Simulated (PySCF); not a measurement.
C₆H₇N, SMILES Nc1ccccc1. Geometry: PBE-D3(BJ)/def2-SVP. Other conformers were not sampled.

Calculation: PBE-D3(BJ)/def2-SVP (PySCF).

Harmonic wavenumbers (cm⁻¹): 214, 341, 377, 408, 458, 514, 523, 614, 689, 746, 798, 819, 860, 940, 963, 976, 1026, 1028, 1093, 1131, 1152, 1300, 1304, 1385, 1458, 1495, 1572, 1596, 1638, 3097, 3098, 3114, 3119, 3137, 3498, 3606. Rotational constants (GHz): 5.541, 2.564, 1.755; symmetry number 1.

Task: Work out the zero-point energy and the ideal-gas rigid-rotor harmonic-oscillator thermochemistry at 298.15 K and 1 atm.

Result: ZPE = ½ Σ hcν = ½ × 50087 cm⁻¹ = 299.59 kJ/mol. H − E(el) = 317.69 kJ/mol. Entropy in J/(mol K): translation 165.29, rotation 112.79, vibration 40.00, total 318.09. G − E(el) = 222.85 kJ/mol. Cp = 108.78 J/(mol K).
